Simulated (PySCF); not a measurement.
C5H7F2NO.
Atom-mapped SMILES: `[CH3:1][C@@H:2]([C:3]#[N:4])[O:5][C@@H:6]([F:7])[CH2:8][F:9]` (hydrogens: H10, H11, H12 on C1; H13 on C2; H14 on C6; H15, H16 on C8)

The geometry is computed with GFN2-xTB (gas phase).

Question: List the bond lengths, angles and torsions at this level.

Answer: 
```
                  bond  length (pm)   order
                 C1–C2        152.8  single
                 C2–C3        145.8  single
                 C3≡N4        114.2  triple
                 C2–O5        142.9  single
                 O5–C6        136.5  single
                 C6–F7        138.5  single
                 C6–C8        152.9  single
                 C8–F9        136.5  single
C1–H10, C1–H11, C1–H12        108.7  single
                C2–H13        110.4  single
                C6–H14        110.6  single
                C8–H15        109.3  single
                C8–H16        109.3  single
```

Bonds in one row agree within 1 pm and their mean is given. Orders are formal, as drawn. A selection of angles:
```
   angle  degrees
C1–C2–C3    109.7
C1–C2–O5    107.7
C3–C2–O5    111.5
C2–C3–N4    179.0
C2–O5–C6    116.7
O5–C6–F7    110.6
O5–C6–C8    109.3
F7–C6–C8    108.0
C6–C8–F9    109.4
```

Torsions: C1–C2–O5–C6 163° (antiperiplanar); C2–O5–C6–F7 73° (synclinal); O5–C6–C8–F9 86° (synclinal).

Of the pairs four or more bonds apart, C3···F7 is among the closest relative to their van der Waals radii: 2.89 Å, 91 % of the sum of Bondi's values. The C–C distances run from 1.458 Å (C2–C3, drawn single) to 1.529 Å (C6–C8, drawn single), a spread of 0.071 Å. The C–O distances run from 1.365 Å (O5–C6, drawn single) to 1.429 Å (C2–O5, drawn single), a spread of 0.064 Å.

Point group: C1 (no symmetry element, even within 0.4 Å). Stationary, but not proved a minimum. One conformer, not necessarily the lowest.
